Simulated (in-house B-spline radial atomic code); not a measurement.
Ti¹⁰⁺. Computed with a B-spline radial atomic code. Model: all-electron spherical atom, spin shells full or empty, radial basis limit, no spin-orbit coupling, Breit or QED, empty-state partial waves extrapolated as (l+1/2)^-4, RPA, G0W0 and static COHSEX of the highest shell as one setting changes (uncorrelated shells keep exact exchange).

Empty levels are discrete states of a finite basis, so the steps are uneven.

Given: element Ti; charge 10; filled core Ne; hamiltonian one-electron scalar X2C; mean-field start PBE0; highest l of empty states 9; nuclear rms radius 3.5921 fm; lowest nl shells left uncorrelated 2; highest mean-field shell 3s; box radius 6.62 bohr.

Shell: 3s 1 1 (electrons up and down).

| highest empty level kept (hartree) | RPA correlation energy (hartree) | G0W0 level (eV) | G0W0 minus most complete (meV) | COHSEX level (eV) | linearised minus solved G0W0 (meV) |
| --- | --- | --- | --- | --- | --- |
| 40.33 | -0.35565 | -265.83 | 151.9 | -268.99 | 32.2 |
| 80.67 | -0.42456 | -265.88 | 99.1 | -269.16 | 32.5 |
| 141.17 | -0.46196 | -265.92 | 59.8 | -269.28 | 32.8 |
| 242 | -0.48676 | -265.95 | 29.9 | -269.38 | 33 |
| 403.33 | ? | ? | ? | ? | ? |
| 726 | ? | ? | ? | ? | ? |
| 1210 | -0.51238 | -265.98 | 1.6 | -269.47 | 33.1 |
| 2420 | -0.51377 | -265.98 | 0.3 | -269.47 | 33.2 |
| 4840 | -0.51398 | -265.98 | 0.1 | -269.47 | 33.2 |
| 10083 | -0.51401 | -265.98 | 0 | -269.47 | 33.2 |
| 24200 | -0.51402 | -265.98 | 0 | -269.47 | 33.2 |
| 80667 | -0.51402 | -265.98 | 0 | -269.47 | 33.2 |

Task: What follows for highest empty level kept = 726?

Result: RPA correlation energy -0.50949 hartree; G0W0 level -265.98 eV; G0W0 minus most complete 4.5 meV; COHSEX level -269.46 eV; linearised minus solved G0W0 33.1 meV.

Task: What follows for highest empty level kept = 403.33?

Result: RPA correlation energy -0.50112 hartree; G0W0 level -265.97 eV; G0W0 minus most complete 13.2 meV; COHSEX level -269.43 eV; linearised minus solved G0W0 33.1 meV.
